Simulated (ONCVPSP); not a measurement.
# Logarithmic derivatives: germanium (Ge), ONCV

| Property | Result |
| --- | --- |
| Element | germanium (Ge) |
| Generator | ONCVPSP 4.0.1 |
| Type | optimised norm-conserving Vanderbilt (ONCV) |
| Functional | PBEsol |
| Relativity | scalar-relativistic |
| Frozen core | [Ne] |
| Valence charge | 22 |
| Reference configuration | 3s2 3p6 3d10 4s1.5 4p2.5 |
| Partial waves | 3s+4s: rc 1.25 bohr, ncon 4, nbas 8, qcut 11.8 1/bohr, 2 projectors; 3p+4p: rc 1.30 bohr, ncon 4, nbas 9, qcut 11.7 1/bohr, 2 projectors; 3d: rc 0.65 bohr, ncon 4, nbas 7, qcut 15.7 1/bohr, local |
| Local potential | the d channel |
| Core correction | Teter function, fcfact 5.25, rcfact 1.25 |

The phase is arctan(r·R′/R) of the radial function R(r), unwrapped; energies in Ha, scanned from -8 to 5 Ha. A pole is an energy at which the radial function vanishes at the test radius. The pseudo phase is shifted by a multiple of π to meet the all-electron one at the reference energy, and phase errors are pseudo minus all-electron; the curves can meet again beyond the range given. Levels narrower than the energy grid can be missing from the lists of poles.

| channel | radius (bohr) | reference energy (Ha) | poles, all-electron | poles, pseudo | unbroken range about the reference energy with phases within 0.05 rad | phase error 1 Ha above the reference energy (rad) |
| --- | --- | --- | --- | --- | --- | --- |
| s | 1.27 | -0.45 | -5.95 | -5.95 | below 4.9 | -0.001 |
| p | 1.32 | -0.16 | -3.99 | -3.99 | the whole range | +0.000 |
| d | 0.66 | -1.11 | none | none | the whole range | +0.001 |

Phases in the p channel:

| E (Ha) | all-electron | pseudo |
| --- | --- | --- |
| -7.96 | 1.291 | 1.291 |
| -7.60 | 1.277 | 1.277 |
| -7.24 | 1.261 | 1.261 |
| -6.88 | 1.241 | 1.241 |
| -6.52 | 1.216 | 1.216 |
| -6.16 | 1.182 | 1.182 |
| -5.80 | 1.131 | 1.131 |
| -5.44 | 1.043 | 1.043 |
| -5.08 | 0.844 | 0.844 |
| -4.72 | 0.088 | 0.088 |
| -4.36 | -1.216 | -1.216 |
| -4.00 | -1.567 | -1.568 |
| -3.64 | -1.698 | -1.698 |
| -3.28 | -1.773 | -1.773 |
| -2.92 | -1.829 | -1.829 |
| -2.56 | -1.878 | -1.878 |
| -2.20 | -1.927 | -1.927 |
| -1.84 | -1.979 | -1.979 |
| -1.48 | -2.038 | -2.038 |
| -1.12 | -2.110 | -2.110 |
| -0.76 | -2.200 | -2.200 |
| -0.40 | -2.319 | -2.319 |
| -0.04 | -2.479 | -2.479 |
| 0.32 | -2.698 | -2.698 |
| 0.68 | -2.983 | -2.983 |
| 1.04 | -3.311 | -3.311 |
| 1.40 | -3.622 | -3.621 |
| 1.76 | -3.871 | -3.871 |
| 2.12 | -4.056 | -4.055 |
| 2.48 | -4.190 | -4.189 |
| 2.84 | -4.289 | -4.288 |
| 3.20 | -4.364 | -4.364 |
| 3.56 | -4.423 | -4.423 |
| 3.92 | -4.471 | -4.470 |
| 4.28 | -4.510 | -4.509 |
| 4.64 | -4.543 | -4.542 |
| 5.00 | -4.571 | -4.570 |
